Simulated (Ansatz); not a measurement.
Relaxation of ClGaH3N (6 atoms, charge 0, multiplicity 1), to a largest force component of 0.03 eV/Å in at most 50 steps.

All numbers below come from RKS PBE/def2-SVP in Ansatz.

```xyz
6
Properties=species:S:1:pos:R:3
Ga 0.362 0.076 -0.026
N 0.966 -0.124 1.737
H 0.473 -0.168 2.634
H 1.941 0.165 1.848
H 1.867 0.089 -0.391
Cl -1.625 -0.038 -0.815
```

Where does it end, and by what steps?

The forces met the threshold. After 7 steps the energy has fallen by 0.672 eV; H5 moved furthest, 0.70 Å.

| step | energy less start (eV) | largest force component (eV/Å) | accepted |
| --- | --- | --- | --- |
| 0 | 0.0000 | 1.436 | yes |
| 1 | -0.3377 | 0.867 | yes |
| 2 | -0.5213 | 0.533 | yes |
| 3 | -0.6023 | 0.323 | yes |
| 4 | -0.6386 | 0.917 | yes |
| 5 | -0.6621 | 0.287 | yes |
| 6 | -0.6681 | 0.232 | yes |
| 7 | -0.6720 | 0.017 | yes |

```xyz
6
Properties=species:S:1:pos:R:3
Ga 0.653 0.043 0.026
N 0.950 -0.026 1.814
H 0.202 -0.120 2.503
H 1.875 0.004 2.243
H 1.748 0.182 -1.075
Cl -1.444 -0.083 -0.524
```

Whether the end is a true minimum wasn't checked by a vibrational analysis.

Time of the run: 20 s on 1 thread of Arm Neoverse V1, on a shared host, peak memory 0.14 GiB.
